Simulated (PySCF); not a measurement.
Zn(Me) (CH3Zn), SMILES [CH3][Zn+], charge +1.

Coordinates come from a B3LYP-D3(BJ)/def2-TZVP optimisation. The spin state was assumed, not searched. The isomer is the one that the SMILES or the coordinates give; other isomers of the formula were not compared.

These are M06-2X/def2-TZVPD run with PySCF values and carry that method's errors.

Isolated molecule, no solvent.

```
Property                                                           Value
------------------------------------------------  ----------------------
total energy                                         -1818.95987 hartree
point group                                                          C3v
highest occupied level                                         -15.52 eV
lowest empty level                                              -8.74 eV
orbital gap                                                      6.79 eV
dipole moment about the centre of nuclear charge                  1.14 D
mean static polarisability                          35.0 bohr³ (5.19 Å³)
polarisability, principal values                  25.1, 25.1, 54.8 bohr³
```
